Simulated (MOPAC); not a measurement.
MOPAC input (PM6):

```
PM6 1SCF CHARGE=-1 GEO-OK AUX(PRECISION=9) THREADS=1
C2H2BBr2

C    -2.05396500 1   -2.40568400 1    0.60494700 1
C    -1.21722600 1   -1.42566200 1    0.35850500 1
B    -0.32506800 1   -0.38073300 1    0.09574100 1
Br   -0.79595000 1    1.55572500 1    0.36912300 1
Br    1.54229300 1   -0.68157900 1   -0.58894000 1
H    -2.12580400 1   -2.89841200 1    1.58025400 1
H    -2.74370900 1   -2.80495300 1   -0.14605200 1
```

From the output:

```
                                                       MOPAC v23.2.5 Linux

          FINAL HEAT OF FORMATION =        -46.27420 KCAL/MOL =    -193.61124 KJ/MOL

          COSMO AREA              =        142.35 SQUARE ANGSTROMS
          COSMO VOLUME            =        130.14 CUBIC ANGSTROMS

          IONIZATION POTENTIAL    =          3.519720 EV
          HOMO LUMO ENERGIES (EV) =         -3.520  3.471
          NO. OF FILLED LEVELS    =         14
          MOLECULAR WEIGHT        =        196.6558         POINT GROUP:  C2v

          MOLECULAR DIMENSIONS (Angstroms)

            Atom       Atom       Distance
            H     6   Br     5     4.80361
           Br     4    H     7     3.52146
           Br     5   Br     4     1.61276

          SCF CALCULATIONS        =          1

   ATOM   CHEMICAL          X               Y               Z
  NUMBER   SYMBOL      (ANGSTROMS)     (ANGSTROMS)     (ANGSTROMS)

     1       C         -2.05396500  *  -2.40568400  *   0.60494700  *
     2       C         -1.21722600  *  -1.42566200  *   0.35850500  *
     3       B         -0.32506800  *  -0.38073300  *   0.09574100  *
     4      Br         -0.79595000  *   1.55572500  *   0.36912300  *
     5      Br          1.54229300  *  -0.68157900  *  -0.58894000  *
     6       H         -2.12580400  *  -2.89841200  *   1.58025400  *
     7       H         -2.74370900  *  -2.80495300  *  -0.14605200  *

                             CARTESIAN COORDINATES

   1    C       -2.053965000    -2.405684000     0.604947000
   2    C       -1.217226000    -1.425662000     0.358505000
   3    B       -0.325068000    -0.380733000     0.095741000
   4   Br       -0.795950000     1.555725000     0.369123000
   5   Br        1.542293000    -0.681579000    -0.588940000
   6    H       -2.125804000    -2.898412000     1.580254000
   7    H       -2.743709000    -2.804953000    -0.146052000

           Empirical Formula: C2 H2 B Br2  =     7 atoms

      MOLECULAR POINT GROUP   :   C2v

                  EIGENVALUES
 -23.00957 -22.95118 -21.31594 -15.88474 -11.79680 -10.43699  -9.19280  -8.56595
  -7.33000  -6.37189  -6.35555  -5.87922  -5.56187  -3.51972   3.47057   4.57580
   5.90386   6.95406   9.10561  10.21524  10.31359  11.09578 117.98114 118.01245
 118.17351 119.41306 119.41523 120.22729 120.25681 121.59900 121.61548 121.71038

              NET ATOMIC CHARGES AND DIPOLE CONTRIBUTIONS

  ATOM NO.   TYPE          CHARGE      No. of ELECS.   s-Pop       p-Pop       d-Pop
    1          C          -0.406035        4.4060     1.10176     3.30428
    2          C          -0.110798        4.1108     1.12884     2.98196
    3          B          -0.089237        3.0892     0.95431     2.13493
    4         Br          -0.320556        7.3206     1.98409     5.33268     0.00378
    5         Br          -0.320555        7.3206     1.98409     5.33268     0.00378
    6          H           0.123590        0.8764     0.87641
    7          H           0.123590        0.8764     0.87641
 DIPOLE           X         Y         Z       TOTAL
 POINT-CHG.     1.044     1.223    -0.308     1.637
 HYBRID         0.309     0.362    -0.091     0.485
 SUM            1.354     1.586    -0.399     2.123

          ATOMIC ORBITAL ELECTRON POPULATIONS

     Atom    s        px        py        pz      x^2-y^2     xz        z^2       yz        xy
    1  C   1.10176   1.10649   1.09496   1.10283
    2  C   1.12884   0.91653   0.89228   1.17315
    3  B   0.95431   0.66451   0.66187   0.80856
    4 Br   1.98409   1.94700   1.41801   1.96767   0.00130   0.00013   0.00053   0.00073   0.00109
    5 Br   1.98409   1.45601   1.96825   1.90842   0.00108   0.00098   0.00049   0.00018   0.00105
    6  H   0.87641
    7  H   0.87641

 **********************
 *                    *
 * JOB ENDED NORMALLY *
 *                    *
 **********************

 == MOPAC DONE ==
```

The dipole moment of an ion depends on the origin.

The geometry given is a B3LYP-D3(BJ)/def2-TZVP minimum.
